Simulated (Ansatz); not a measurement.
System: CHO2 (charge 0, doublet). It need not be the lowest isomer of its formula. SMILES: [O][C]O
Coordinates optimised at B3LYP-D3(BJ)/def2-TZVP (Ansatz, a first-principles code):
```xyz
4

C     -0.3844    -0.1290    -0.0556
O     -0.3996    -0.1022     1.1203
O      0.6420     0.1898    -0.8566
H      0.3676     0.0738    -1.7766
```
Charge 0, spin multiplicity 2.

Parts of the frozen-core correlation energy in cc-pVDZ (Ansatz, hartree). Frozen orbitals: 3; correlated occupied orbitals by spin: 9 and 8; virtual: 35 and 36. UHF or UKS for open shells. Spin-orbit coupling is left out. No relativistic terms.

```json
[
 {"term": "reference (HF)", "value": "-188.14764"},
 {"term": "MP2 opposite-spin", "value": "___"},
 {"term": "MP2 same-spin", "value": "-0.13152"},
 {"term": "CCSD correlation", "value": "___"},
 {"term": "(T)", "value": "___"},
 {"term": "CCSDT minus CCSD(T)", "value": "-0.00073"},
 {"term": "T1 diagnostic", "value": "0.021"},
 {"term": "largest doubles amplitude", "value": "0.068"},
 {"term": "<S^2> of the reference", "value": "0.764"}
]
```

Task: Complete the blanks.

Result: 
- MP2 opposite-spin, value: -0.34488
- CCSD correlation, value: -0.48628
- (T), value: -0.01551
